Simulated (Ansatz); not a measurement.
`C#[C][GeH2][Cl]` + H₂ → `C#[C][GeH3]` + HCl at 298.15 K and 1 bar (hydrogenolysis of a Ge–Cl bond).

Calculated with Ansatz (gas phase, PBE0-D4/def2-TZVP geometries, no zero-point term in ΔE). CCSD(T)/CBS adds triple-zeta CCSD(T) − MP2 to the extrapolated MP2 energy (def2 sets, frozen cores). This one scheme is used for every species. For Ge outer-core shells are correlated without core-valence functions, which leaves a few kJ/mol of doubt a bond. Scalar relativity is left out up to krypton.

| species | CCSD(T)/CBS energy (Eh) | H − E (kJ/mol) | S (J/(mol·K)) |
| --- | --- | --- | --- |
| `C#[C][GeH2][Cl]` | -2613.77047 | 112.6 | 324.7 |
| H₂ | -1.17544 | 35.1 | 130.4 |
| `C#[C][GeH3]` | -2154.54588 | 125.2 | 281.0 |
| HCl | -460.38127 | 26.6 | 186.8 |

H − E and S are ideal-gas, rigid-rotor, harmonic terms from PBE0-D4/def2-TZVP. The MP2-based limit puts H₂ 0.8 mEh under its directly extrapolated value; such offsets cancel only in part. 1 Eh = 2625.50 kJ/mol, R = 8.31446 J/(mol·K).

By hand: ΔE, ΔH, ΔS and ΔG.

ΔE = (-2154.54588) + (-460.38127) − (-2613.77047) − (-1.17544) = 0.01876 Eh = 49.3 kJ/mol. Δ(H − E) = 125.2 + 26.6 − 112.6 − 35.1 = 4.1, so ΔH = 53.4 kJ/mol. ΔS = 281.0 + 186.8 − 324.7 − 130.4 = 12.7 J/(mol·K). ΔG = 53.4 − 298.15 × (12.7)/1000 = 49.6 kJ/mol.

By hand: the equilibrium constant, and the temperature at which ΔG would vanish if ΔH and ΔS stayed fixed.

log₁₀ K = −ΔG/(RT ln 10) = -8.7. ΔG = 0 at ΔH/ΔS = 4205 K, far beyond where these terms or the molecules hold.

The number of gas molecules stays the same, so ΔS is small and ΔH decides. A doubt of 5 kJ/mol in ΔE shifts log₁₀ K by 0.9 here. These are equilibria of isolated gas molecules and say nothing of rates. Largest T1 diagnostic: 0.012 (customary marks: 0.02 for closed shells, 0.045 for open ones).
